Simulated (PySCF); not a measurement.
# Gd⁴⁶⁺ (gadolinium, charge +46) across methods

[Ar], closed-shell 1S. All numbers are calculated (PySCF 2.14, the spin-free X2C one-electron Hamiltonian (Gaussian nucleus), in an uncontracted even-tempered set (18 s from 10 bohr⁻², ratio 2.5; 12 p from 13 bohr⁻², ratio 2.5; 4 d from 56 bohr⁻², ratio 2.7; 4 f from 83 bohr⁻², ratio 2.7)).

| method | E (hartree) | mean ε 2p (eV) | mean ε 3s (eV) | mean ε 3p (eV) | Σ⟨r²⟩ (bohr²) | ⟨S²⟩ |
| --- | --- | --- | --- | --- | --- | --- |
| UHF | -9353.61000 | -10382.9 | -4331.6 | -4038.2 | 0.5268 | 0.000 |
| B3LYP | -9354.99 | -10258.6 | -4270.9 | -3998.5 | 0.5264 | 0.000 |
| LDA | -9346.33 | -10222.7 | -4251.8 | -3986.2 | 0.5267 | 0.000 |
| PBE | -9354.84 | -10225.9 | -4255.7 | -3988.0 | 0.5263 | 0.000 |
| PBE0 | -9354.75 | -10265.5 | -4275.2 | -4001.1 | 0.5264 | 0.000 |
| r2SCAN | -9355.04 | -10246.1 | -4265.8 | -3992.7 | 0.5266 | 0.000 |
| B97-3 | -9354.60 | -10268.1 | -4277.0 | -4002.0 | 0.5264 | 0.000 |

Spin-orbit coupling, which splits the p, d and f shells strongly at this Z, is absent.
